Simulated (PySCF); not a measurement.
**Electron correlation in Li (lithium, neutral)**

[He] 2p1, 2P determinant (an excited configuration). Computed with PySCF 2.14 in def2-TZVPPD (5s4p1d, 22 functions), with the non-relativistic Hamiltonian (point nucleus). Frozen: nothing; 3 electrons correlated.

```tsv
level	correlation energy (mhartree)
CCSD	-35.00
(T)	-0.01
CCSD(T)	-35.01
CCSDT	-35.02
FCI	-35.02
```

Diagnostics: T1 = 0.0031, D1 = 0.0074, largest double amplitude 0.026, weight of the Hartree-Fock determinant in FCI 0.9968 (5082 determinants).

Is a single reference adequate?

Yes: T1 lies below 0.03 and no double amplitude reaches 0.07.

This basis was not built for core-valence correlation, so the inner-shell part is incomplete.
